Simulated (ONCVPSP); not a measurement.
# Before and after: ONCV potential for Ir (Z = 77)

| Item | Value |
| --- | --- |
| Element | iridium |
| Generator | ONCVPSP 4.0.1 |
| Type | optimised norm-conserving Vanderbilt (ONCV) |
| Functional | PBE |
| Relativity | scalar-relativistic |
| Frozen core | [Kr] 4d10 4f14 |
| Valence charge | 17 |
| Reference configuration | 5s2 5p6 5d7 6s2 |
| Partial waves | 5s+6s: rc 1.85 bohr, ncon 3, nbas 8, qcut 5.2 1/bohr, 2 projectors; 5p: rc 1.45 bohr, ncon 4, nbas 8, qcut 11.7 1/bohr, 2 projectors, debl 0.5 Ha; 5d: rc 1.65 bohr, ncon 3, nbas 6, qcut 6.5 1/bohr, 1 projector; f scattering state at 0.05 Ha: rc 1.50 bohr, ncon 3, nbas 7, qcut 8.5 1/bohr, 2 projectors, debl 1.3 Ha |
| Local potential | polynomial inside 1.20 bohr (lpopt 5, dvloc0 0 Ha) |
| Core correction | Teter function, fcfact 5.25, rcfact 1.2 |

In the p channel the program set the typed energies aside and used -2.010, 0.250 Ha.

All-electron outer shells of the reference configuration (PBE, scalar-relativistic, ld1.x):

```
shell  level (eV)  outermost node (bohr)  outermost maximum (bohr)
   5s      -97.99                   0.50                      0.89
   4f      -62.19                      –                      0.39
   5p      -54.70                   0.54                      1.01
   5d       -7.15                   0.59                      1.29
   6s       -6.33                   1.17                      2.38
```

Change: core correction Teter function, fcfact 5.25, rcfact 1.7.

Cutoffs: the cutoffs (Ha) at which the residual kinetic energy of the hardest occupied pseudo-wave falls to 1 and 0.1 mHa per electron; they do not see the model core or the augmentation charge, which bear on the density cutoff. Errors are all-electron minus pseudo energies relative to the spin-unpolarised reference configuration.

**Question.** Predict the effect on cutoff, ghosts and configuration errors.

**Answer.** The potential gets neither clearly harder nor softer (39 Ha and 47 Ha → 39 Ha and 47 Ha); both files keep a bound ghost (f); of the 4 tests that both files solve, the error grows in 4 and shrinks in 0 by more than 15 % and 0.3 meV (median size 14.8 → 32.1 meV). A model core, the more so a compact one, raises the density cutoff, which this test does not measure.

```csv
quantity,base,changed
"cutoff, loose",39 Ha,39 Ha
"cutoff, tight",47 Ha,47 Ha
bound ghosts,f,f
GHOST(+) flags under 300 eV,s at 77.0 eV,s at 77.0 eV
"error for 5s2 5p6 5d7 6s1, meV [ΔE 9.88 eV]",-5.3,-9.3
"error for 5s2 5p6 5d7 6s0, meV [ΔE 27.35 eV]",-22,-46
"error for 5s2 5p6 5d6 6s0, meV [ΔE 57.89 eV]",-21,-70
"error for 5s2 5p6 5d8 6s1, meV [ΔE -0.33 eV]",-8.7,-18
s: phases at 1.88 bohr within 0.05 rad from the reference energy up to (Ha; the scan ends near 5),2.4,2.4
p: phases at 1.47 bohr within 0.05 rad from the reference energy up to (Ha; the scan ends near 5),to the end of the scan,to the end of the scan
d: phases at 1.68 bohr within 0.05 rad from the reference energy up to (Ha; the scan ends near 5),3.1,3.1
f: phases at 1.52 bohr within 0.05 rad from the reference energy up to (Ha; the scan ends near 5),to the end of the scan,to the end of the scan
"rms error of d²Exc/dni dnj with the model core, mHa",1.32,4.47
```

 A true bound ghost makes a file unfit for plane-wave use even where its test errors are small: the radial tests pick states by their node count and pass the ghost by.
